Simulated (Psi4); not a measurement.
Ge (SMILES [Ge+]), charge +1, doublet; R2SCAN/aug-cc-pVDZ run with Psi4.

Here is a job for Psi4.
```
memory 2 GB

molecule mol {
1 2
Ge    0.000000    0.000000    0.000000
}

set {
  basis aug-cc-pvdz
  reference uks
  s_tolerance 1e-5
  s_orthogonalization canonical
}

energy('r2scan')
print_variables()
```

The log (banner, timings and long lists left out):

```
   => Loading Basis Set <=

    Name: AUG-CC-PVDZ
    Role: ORBITAL
    Keyword: BASIS

         ---------------------------------------------------------
                                   SCF
               by Justin Turney, Rob Parrish, Andy Simmonett
                          and Daniel G. A. Smith
                              UKS Reference
         ---------------------------------------------------------

  ==> Geometry <==

    Molecular point group: d2h
    Geometry (in Angstrom), charge = 1, multiplicity = 2:

       Center              X                  Y                   Z               Mass
    ------------   -----------------  -----------------  -----------------  -----------------
         GE           0.000000000000     0.000000000000     0.000000000000    73.921177761000

  Running in d2h symmetry.

  Rotational constants: A = ************  B = ************  C = ************ [cm^-1]
  Rotational constants: A = ************  B = ************  C = ************ [MHz]
  Nuclear repulsion =    0.000000000000000

  Charge       = 1
  Multiplicity = 2
  Electrons    = 31
  Nalpha       = 16
  Nbeta        = 15

  ==> Algorithm <==

  SCF Algorithm Type is DF.
  DIIS enabled.
  MOM disabled.
  Fractional occupation disabled.
  Guess Type is CORE.
  Energy threshold   = 1.00e-06
  Density threshold  = 1.00e-06
  Integral threshold = 1.00e-12

  ==> Primary Basis <==

  Basis Set: AUG-CC-PVDZ
    Blend: AUG-CC-PVDZ
    Number of shells: 14
    Number of basis functions: 36
    Number of Cartesian functions: 39
    Spherical Harmonics?: true
    Max angular momentum: 2

  ==> DFT Potential <==

   => LibXC <=

    Version 7.1.2
    S. Lehtola, C. Steigemann, M. J. T. Oliveira, and M. A. L. Marques,  SoftwareX 7, 1–5 (2018) (10.1016/j.softx.2017.11.002)

   => Composite Functional: R2SCAN <=

    r2SCAN Meta-GGA XC Functional  (0.1021/acs.jpclett.0c02405)
    J. W. Furness, A. D. Kaplan, J. Ning, J. P. Perdew, J. Sun  J. Phys. Chem. Lett.  11, 8208–8215, 2020

    Deriv               =              1
    GGA                 =           TRUE
    Meta                =           TRUE

    Exchange Hybrid     =          FALSE
    MP2 Hybrid          =          FALSE

   => Exchange Functionals <=

    1.0000   XC_MGGA_X_R2SCAN

   => Correlation Functionals <=

    1.0000   XC_MGGA_C_R2SCAN

   => LibXC Density Thresholds  <==

    XC_MGGA_C_R2SCAN:  1.00E-15
    XC_MGGA_X_R2SCAN:  1.00E-11

   => Molecular Quadrature <=

[...]
   @S   Expected:                5.000000000E-01
   @S   Observed:                5.000000000E-01

    Orbital Energies [Eh]
    ---------------------

    Alpha Occupied:

[...]
       3B2u   -0.445194

    Alpha Virtual:

[...]
    Beta Occupied:

[...]
    Beta Virtual:

[...]
    Final Occupation by Irrep:
             Ag   B1g   B2g   B3g    Au   B1u   B2u   B3u
    DOCC [     6,    1,    1,    1,    0,    2,    2,    2 ]
    SOCC [     0,    0,    0,    0,    0,    0,    1,    0 ]
    NA   [     6,    1,    1,    1,    0,    2,    3,    2 ]
    NB   [     6,    1,    1,    1,    0,    2,    2,    2 ]

  @DF-UKS Final Energy: -2076.57742606922238

   => Energetics <=

    Nuclear Repulsion Energy =              0.0000000000000000
    One-Electron Energy =               -2882.3821205080344043
    Two-Electron Energy =                 884.4681958743699397
    DFT Exchange-Correlation Energy =     -78.6635014355579756
    Empirical Dispersion Energy =           0.0000000000000000
    VV10 Nonlocal Energy =                  0.0000000000000000
    Total Energy =                      -2076.5774260692223834

  UHF NO Occupations:
  HONO-2 :    1B1g 1.9999744
  HONO-1 :    6 Ag 1.9975382
  HONO-0 :    3B2u 1.0000000
  LUNO+0 :    7 Ag 0.0024618
  LUNO+1 :    2B3g 0.0000256
  LUNO+2 :    2B1g 0.0000256
  LUNO+3 :    8 Ag 0.0000041

Computation Completed

Properties will be evaluated at   0.000000,   0.000000,   0.000000 [a0]

Properties computed using the SCF density matrix

 Multipole Moments:

 ------------------------------------------------------------------------------------
     Multipole            Electronic (a.u.)      Nuclear  (a.u.)        Total (a.u.)
 ------------------------------------------------------------------------------------

 L = 1.  Multiply by 2.5417464519 to convert [e a0] to [Debye]
 Dipole X            :          0.0000000            0.0000000            0.0000000
 Dipole Y            :          0.0000000            0.0000000            0.0000000
 Dipole Z            :          0.0000000            0.0000000            0.0000000
 Magnitude           :                                                    0.0000000

 ------------------------------------------------------------------------------------

  Variable Map:
  ----------------------------------------------------------------------------
[...]
  Array Variable Map:
  ----------------------------------------------------------------------------
[...]
[...]
```
